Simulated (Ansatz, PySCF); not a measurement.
C₃H₅NOSi, SMILES N#CC[SiH2]C=O.

Geometry optimised at B3LYP-D3(BJ)/def2-SVP. This is a generated structure with no PubChem entry under its InChIKey; it may be hypothetical. The values are those of a single conformer.

Vertical ionisation energy (IE) and electron affinity (EA) in eV. Rows of orbital energies are one-electron estimates. Where ΔSCF, EOM or ADC give a negative EA the extra electron is unbound and the value depends on the basis.

```tsv
level	IE	EA
−ε(HOMO), −ε(LUMO), B3LYP/def2-TZVP (PySCF)	7.40	2.40
−ε(HOMO), −ε(LUMO), PBE/def2-TZVP (PySCF)	6.15	3.31
ΔSCF, CAM-B3LYP/def2-TZVPD (Ansatz), final states of multiplicity 2 and 2	10.01	0.20
ΔSCF, PBE/def2-TZVPD (Ansatz), final states of multiplicity 2 and 2	9.41	0.27
```

### Question
What vertical singlet–triplet gap does ΔSCF give with CAM-B3LYP/def2-TZVPD (Ansatz, a quantum-chemistry and plane-wave program) and with PBE/def2-TZVPD (Ansatz)? (An estimate is asked for; the answer gives what the named calculation found.)

### Answer
2.54 and 2.46 eV (triplet above singlet where positive).
